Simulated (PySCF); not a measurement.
# Ions at one geometry of [La(H2O)4]3+

PySCF 2.14.0, RKS PBE0, La def2-SVP with ECP46, O def2-SVP, H def2-SVP; non-relativistic Hamiltonian with scalar-relativistic core potentials where named; density fitting; no spin-orbit coupling; singlets restricted, open shells unrestricted. The geometry is relaxed for charge +3, singlet, vacuum (a saddle point, kept by symmetry):

```xyz
13

La    0.0000    0.0000    0.0000
O     1.4013    1.4119    1.4119
H     1.7668    1.2144    2.3013
H     1.7668    2.3013    1.2144
O    -1.4013   -1.4119    1.4119
H    -1.7668   -1.2144    2.3013
H    -1.7668   -2.3013    1.2144
O     1.4013   -1.4119   -1.4119
H     1.7668   -2.3013   -1.2144
H     1.7668   -1.2144   -2.3013
O    -1.4013    1.4119   -1.4119
H    -1.7668    2.3013   -1.2144
H    -1.7668    1.2144   -2.3013
```

Energies count from the relaxed state; an electron taken off or put on is at rest in vacuum. Charges and spins are Mulliken's.

| state | energy (eV) | spin squared | charge on La1 (e) | spin on La1 (e) | dipole about the centre of mass (D) |
| --- | --- | --- | --- | --- | --- |
| charge +3, singlet, vacuum | 0.00 | 0.00 | 1.84 | 0.00 | 0.00 |
| charge +2, doublet, vacuum | -13.17 | 0.75 | 1.09 | 1.01 | 0.00 |

Problem. What does the state charge +4, doublet, vacuum give?

Solution. energy (eV) 25.55, spin squared 0.76, charge on La1 (e) 1.97, spin on La1 (e) -0.06, dipole about the centre of mass (D) 0.00.

With an electron taken off (doublet) the charges change, summed by element, by La +0.12 e, O +0.54 e, H +0.33 e. The vertical ionisation energy is 25.55 eV, against −ε(HOMO) = 23.64 eV of the relaxed state. The level lies 1.9 eV too high, as is usual for semilocal functionals and global hybrids, which keep a self-interaction error.

With an electron put on (doublet) the charges change, summed by element, by La -0.75 e, O +0.07 e, H -0.32 e. The vertical electron affinity is 13.17 eV, against −ε(LUMO) = 15.31 eV of the relaxed state.

Open shells may have lower solutions than those found.
